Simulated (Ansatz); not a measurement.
```yaml
crystal:
  periodic: [false, false, false]
  atoms:
    - {symbol: C, position_ang: [1.493898, 0.277654, 1.936809]}
    - {symbol: N, position_ang: [0.977900, 0.486193, 0.609852]}
    - {symbol: C, position_ang: [1.984269, 0.347094, -0.417597]}
    - {symbol: Zr, position_ang: [-0.862378, 0.905959, -0.114181]}
    - {symbol: N, position_ang: [-2.118604, 1.079281, 1.475185]}
    - {symbol: F, position_ang: [-0.722987, 2.552641, -1.107504]}
    - {symbol: O, position_ang: [-1.395190, -0.591739, -1.255952]}
    - {symbol: Si, position_ang: [-1.477904, -1.919952, -2.197929]}
    - {symbol: H, position_ang: [2.289936, 0.997513, 2.177441]}
    - {symbol: H, position_ang: [0.699099, 0.392861, 2.675499]}
    - {symbol: H, position_ang: [1.921472, -0.729466, 2.050469]}
    - {symbol: H, position_ang: [2.798248, 1.075147, -0.294171]}
    - {symbol: H, position_ang: [2.426793, -0.659162, -0.424692]}
    - {symbol: H, position_ang: [1.559859, 0.514799, -1.417262]}
    - {symbol: H, position_ang: [-2.715635, 0.348793, 1.839602]}
    - {symbol: H, position_ang: [-2.349049, 1.943172, 1.948766]}
    - {symbol: H, position_ang: [-0.201985, -2.105751, -2.942569]}
    - {symbol: H, position_ang: [-2.587739, -1.787108, -3.178627]}
    - {symbol: H, position_ang: [-1.720001, -3.127918, -1.363138]}
basis:
  gaussian: {orbitals: def2-mTZVP}
magnetization: {spin_polarized: true, initial_magnetization: 1}
hamiltonian: {xc: {name: wB97M-V}}
output: {forces: true}
```

```sh
$ ansatz run in.yaml --threads 4 --pin off --events-out ev --progress --plain --max-ram 41984MiB --backend cpu
```

Output, abridged:

```
Error: a molecule whose nuclei and cores have a total charge of 80 cannot have a net charge of 0 together with 1 unpaired electrons
```

(1) What is wrong with this run?

## Answers

(1) The number of unpaired electrons doesn't fit the electron count. The input was rejected before any iteration.
